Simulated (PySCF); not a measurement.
**Si⁺ (silicon, charge +1): PBE0 calculation**

Configuration: [Ne] 3s2 3p1, 2P determinant. Computed with PySCF 2.14 in x2c-TZVPPall with one added diffuse shell each of s, p, d type (6s6p4d1f, 51 functions), with scalar relativity by spin-free X2C-1e.

```json
{
  "Total energy": "-289.5569 hartree",
  "One-electron energy": "-396.7323 hartree",
  "Hartree (Coulomb) energy": "127.6797 hartree",
  "Exchange-correlation energy": "-20.5043 hartree",
  "⟨S²⟩": "0.7561",
  "⟨L²⟩": "2.020",
  "Sum of ⟨r⟩": "11.14 bohr",
  "Sum of ⟨r²⟩": "19.76 bohr²",
  "Traceless quadrupole moment −½Σ⟨3z² − r²⟩ along its main axis": "-2.72 e·bohr²",
  "Langevin diamagnetic susceptibility": "-15.6 ×10⁻⁶ cm³/mol"
}
```

| shell | electrons | mean orbital energy (eV) | spread (eV) | rms radius, mean of both spins (bohr) |
| --- | --- | --- | --- | --- |
| 1s α | 1 | -1818.0 | 0 | 0.129 |
| 1s β | 1 | -1817.9 | 0 | 0.129 |
| 2s α | 1 | -156.48 | 0 | 0.618 |
| 2s β | 1 | -156.35 | 0 | 0.618 |
| 2p α | 3 | -110.44 | 0.078 | 0.602 |
| 2p β | 3 | -110.25 | 0.463 | 0.602 |
| 3s α | 1 | -20.712 | 0 | 2.21 |
| 3s β | 1 | -19.527 | 0 | 2.21 |
| 3p α | 1 | -13.327 | 0 | 2.64 |

Densities and radii are taken from the X2C orbitals without a picture-change correction, which distorts them close to the nucleus.
